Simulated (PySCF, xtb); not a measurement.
Al(F)(Cl)(NH2) (AlClFH2N), SMILES [NH2][Al]([F])[Cl]. The values are those of a single conformer.

Harmonic wavenumbers (cm⁻¹) from GFN2-xTB run with xtb 6.7.1 at its own minimum, in rising order: 136, 169, 256, 293, 341, 485, 549, 774, 850, 1454, 3452, 3478.

Problem. What does PySCF 2.14.0 with B3LYP-D3(BJ)/def2-SVP give at its own minimum? (An estimate is asked for; the answer gives what the named calculation found.)

Solution. 173, 215, 252, 362, 406, 494, 664, 826, 941, 1520, 3582, 3670. Paired by order, the mean absolute difference is 73 cm⁻¹ and the zero-point energies are 17.5 and 18.7 kcal/mol.
